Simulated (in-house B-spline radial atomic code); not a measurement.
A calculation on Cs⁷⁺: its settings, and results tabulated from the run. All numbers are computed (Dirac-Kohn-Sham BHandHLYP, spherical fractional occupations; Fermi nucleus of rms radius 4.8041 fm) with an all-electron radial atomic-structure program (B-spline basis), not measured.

Command:
```bash
python run_scf.py task.json out
```
Settings (nuclear radius in fm, mass in u):
```
Z                55
configuration    [Kr] 4d10 5s2
hamiltonian      dirac
method           bhandhlyp
spin_polarised   False
nucleus          fermi
rms_radius       4.8041
atomic_mass      132.90545
speed_of_light   137.035999084
```

Output (hartree, bohr):
```
 radial grid: 67 intervals, B-splines of order 8, outer radius 18.8312 bohr

 iter        energy (Eh)    residual
    1       -7750.178728    1.25e+00
    2       -7771.182631    6.59e-01
    3       -7777.996300    1.79e-01
    4       -7778.529756    5.27e-02
    5       -7778.561664    2.20e-02
    6       -7778.571002    2.06e-03
    7       -7778.571024    1.12e-04
    8       -7778.571024    1.38e-05
    9       -7778.571024    5.54e-07
   10       -7778.571024    1.14e-08

 total energy                     -7778.57102
 kinetic                            8282.6621
 electron-nucleus                 -18753.2349
 Hartree                            2882.0092
 exact exchange                      -93.4345
 exchange-correlation                -96.5729

 first-order corrections (not in the total)
   Gaunt                             6.8615
   retardation                      -0.7105
   frequency dependence             -0.0705
   self-energy                       4.6917
   Uehling                          -0.6607
   Wichmann-Kroll                    0.0161
   recoil                            0.0215

 orbital      occ     eigenvalue          <r>       <r^2>       <1/r>     <1/r^3>       r_max    small
 1s1/2      2.000     -1325.7181    0.0261056 0.000924881     59.3984           -     0.01678  4.12e-02
 2s1/2      2.000      -212.6409     0.111613    0.014755       13.93           -     0.09497  8.88e-03
 2p1/2      2.000      -199.9872    0.0940689    0.010896     13.8934           -     0.07273  8.89e-03
 2p3/2      4.000      -187.0122     0.099938   0.0121683     12.7285     5918.16     0.07769  8.41e-03
 3s1/2      2.000       -47.6617      0.29794     0.10157     5.00274           -      0.2723  2.68e-03
 3p1/2      2.000       -42.3538     0.288193   0.0965131      4.9087           -      0.2591  2.61e-03
 3p3/2      4.000       -39.8343     0.299809    0.104243     4.62207     1167.35      0.2699  2.48e-03
 3d3/2      4.000       -30.5701     0.270808   0.0866673     4.47532       188.2      0.2185  2.36e-03
 3d5/2      6.000       -30.0389     0.274478   0.0888888     4.40177     173.035      0.2216  2.32e-03
 4s1/2      2.000       -11.9840     0.692583    0.540827     2.03348           -      0.6417  7.85e-04
 4p1/2      2.000       -10.0270     0.718536    0.586639     1.92575           -      0.6561  7.21e-04
 4p3/2      4.000        -9.5058     0.744355     0.62923     1.83657     236.304      0.6794  6.83e-04
 4d3/2      4.000        -6.2887     0.816328    0.770663     1.61615     30.9306       0.713  5.50e-04
 4d5/2      6.000        -6.2005     0.825909    0.788573     1.59331     28.1993      0.7211  5.40e-04
 5s1/2      2.000        -3.9437      1.55805     2.70129    0.851698           -       1.458  2.01e-04

 Slater integrals (Eh)
   F0(4d3/2,4d3/2)               1.102970
   F2(4d3/2,4d3/2)               0.563848
   F0(4d3/2,4d5/2)               1.096485
   F2(4d3/2,4d5/2)               0.560693
   G2(4d3/2,4d5/2)               0.560021
   G4(4d3/2,4d5/2)               0.374336
   F0(4d3/2,5s1/2)               0.694620
   G2(4d3/2,5s1/2)               0.084591
   F0(4d5/2,4d5/2)               1.090139
   F2(4d5/2,4d5/2)               0.557751
   F4(4d5/2,4d5/2)               0.372785
   F0(4d5/2,5s1/2)               0.693251
   G2(4d5/2,5s1/2)               0.087113
   F0(5s1/2,5s1/2)               0.576152
```

Run time, properties included: 1.6 s on 1 thread of Arm Neoverse V2, with other jobs on the host.

For the Dirac Hamiltonian the kinetic term is c α·p + (β - 1)c².
